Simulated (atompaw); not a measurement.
**What one change does to a pseudopotential (silver, PAW (atompaw))**

- Element: silver
- Generator: atompaw 4.2.0.5
- Type: PAW
- Functional: PBE
- Relativity: scalar-relativistic
- Frozen core: [Ar] 3d10
- Valence charge: 19
- Reference configuration: 4s2 4p6 4d10 5s0 5p0 (charge +1)
- Partial waves: 4s (bound): rc 1.55 bohr; 5s (bound, empty): rc 1.55 bohr; 4p (bound): rc 1.55 bohr; 5p (bound, empty): rc 1.55 bohr; 4d (bound): rc 1.55 bohr; 4d channel at 1.1 Ry: rc 1.45 bohr
- Local potential: bessel scheme, radius 1.40 bohr
- Core correction: smooth core density matched at 1.10 bohr
- Augmentation charge: besselshape compensation charge, radius 1.10 bohr; PAW radius 1.55 bohr; waves and projectors: custom polynom vanderbiltortho

All-electron outer shells of the reference configuration (PBE, scalar-relativistic, ld1.x):

| shell | level (eV) | outermost node (bohr) | outermost maximum (bohr) |
| --- | --- | --- | --- |
| 3d | -366.59 | – | 0.27 |
| 4s | -103.28 | 0.44 | 0.82 |
| 4p | -66.82 | 0.44 | 0.88 |
| 4d | -15.64 | 0.43 | 1.04 |
| 5s | -11.29 | 1.11 | 2.37 |
| 5p | -6.30 | 1.24 | 3.08 |

Change: local potential bessel scheme, radius 0.78 bohr.

Cutoffs: the cutoffs (Ry, on a coarse ladder) from which the occupation-weighted sum of valence levels, in a spherical-Bessel basis at the reference potential, stays within 10 and 1 mRy of its value at 400 Ry; they do not see the model core or the augmentation charge, which bear on the density cutoff.

Problem. What does the change do?

Solution. The potential gets neither clearly harder nor softer (60 Ry and 100 Ry → 60 Ry and 100 Ry); a bound ghost appears in d, which as a rule spoils a file. A state that the projectors do not describe sees the local part alone, so a deeper or shallower local part can create or remove a ghost.

| quantity | base | changed |
| --- | --- | --- |
| cutoff, loose | 60 Ry | 60 Ry |
| cutoff, tight | 100 Ry | 100 Ry |
| loose cutoff by channel (10 mRy a level) | s 21 Ry, p 30 Ry, d 35 Ry | s 21 Ry, p 30 Ry, d 45 Ry |
| bound ghosts | none | d |
| s: phases at 1.55 bohr within 0.05 rad from the reference energy up to (Ry; the scan ends near 5) | to the end of the scan | to the end of the scan |
| p: phases at 1.55 bohr within 0.05 rad from the reference energy up to (Ry; the scan ends near 5) | to the end of the scan | to the end of the scan |
| d: phases at 1.55 bohr within 0.05 rad from the reference energy up to (Ry; the scan ends near 5) | to the end of the scan | to the end of the scan |
| lowest overlap eigenvalue by channel | s 0.52, p 0.94, d 1.00 | s 0.40, p 0.89, d 1.00 |

 A true bound ghost makes a file unfit for plane-wave use even where its test errors are small: the radial tests pick states by their node count and pass the ghost by. The cutoffs see the waves, projectors and local potential, not the compensation charge or the core.
